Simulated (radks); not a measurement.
All-electron atom: the rhenium ion Re2+ in [Kr] 4d10 4f14 5s1.75 5p6 5d5 6s0.25 (fractional occupations, a model configuration). Method: scalar-relativistic Kohn-Sham, MS2 meta-GGA, spin-polarised, spherical densities, finite nucleus; open shells are filled with parallel spins first (spin-orbit coupling, left out, can overturn this in heavy ions); meta-GGA in the generalised Kohn-Sham scheme; Fermi nuclear charge, rms radius 5.3698 fm; computed with a radial shooting solver on a logarithmic mesh with Libxc functionals.

Normalised radial functions P(r) = r R(r), r in bohr:

| r | 6p up |
|---|---|
| 0.000669 | 0.0003 |
| 0.0009066 | 0.0005 |
| 0.001239 | 0.0009 |
| 0.001679 | 0.0015 |
| 0.002275 | 0.0025 |
| 0.003108 | 0.0041 |
| 0.004212 | 0.0068 |
| 0.005709 | 0.0111 |
| 0.007799 | 0.0179 |
| 0.01057 | 0.0280 |
| 0.01432 | 0.0421 |
| 0.01957 | 0.0605 |
| 0.02652 | 0.0791 |
| 0.03623 | 0.0906 |
| 0.04911 | 0.0808 |
| 0.06655 | 0.0364 |
| 0.09092 | -0.0435 |
| 0.1232 | -0.1162 |
| 0.167 | -0.1131 |
| 0.2281 | 0.0088 |
| 0.3092 | 0.1585 |
| 0.419 | 0.1652 |
| 0.5725 | -0.0389 |
| 0.7759 | -0.2709 |
| 1.052 | -0.2894 |
| 1.437 | -0.0147 |
| 1.947 | 0.3773 |
| 2.639 | 0.6227 |
| 3.605 | 0.5716 |
| 4.885 | 0.3278 |
| 6.621 | 0.1085 |
| 9.045 | 0.0173 |

6p up (empty): eigenvalue -14.079 eV, 4 radial nodes at r = 0.0776, 0.224, 0.547, 1.45 bohr, <r> = 3.30 bohr, 90 % of the charge inside 4.77 bohr.
